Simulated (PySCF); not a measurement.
Cl5Sb. Atoms are numbered in the order given.

```xyz
6

Sb     0.0000     0.0000     0.0000
Cl     2.3336     0.0000     0.0000
Cl     0.0000     0.0000     2.3608
Cl     0.0000     0.0000    -2.3608
Cl    -1.1668    -2.0209     0.0000
Cl    -1.1668     2.0209     0.0000
```

Geometry optimised at PBE0-D3(BJ)/def2-SVP. The isomer is the one that the SMILES or the coordinates give; other isomers of the formula were not compared. The def2 effective core potentials stand for the cores of Sb; spin–orbit coupling is left out.

All values below come from B3LYP/def2-TZVP run with PySCF.

ESP charges are fitted to the potential on shells at 1.4 to 2.0 van der Waals radii. Atomic charges (e):

```csv
atom,Löwdin,ESP fit,Mulliken
Sb1,-0.25,0.07,1.13
Cl2,0.07,0.02,-0.21
Cl3,0.02,-0.08,-0.25
Cl4,0.02,-0.08,-0.25
Cl5,0.07,0.03,-0.21
Cl6,0.07,0.03,-0.21
```
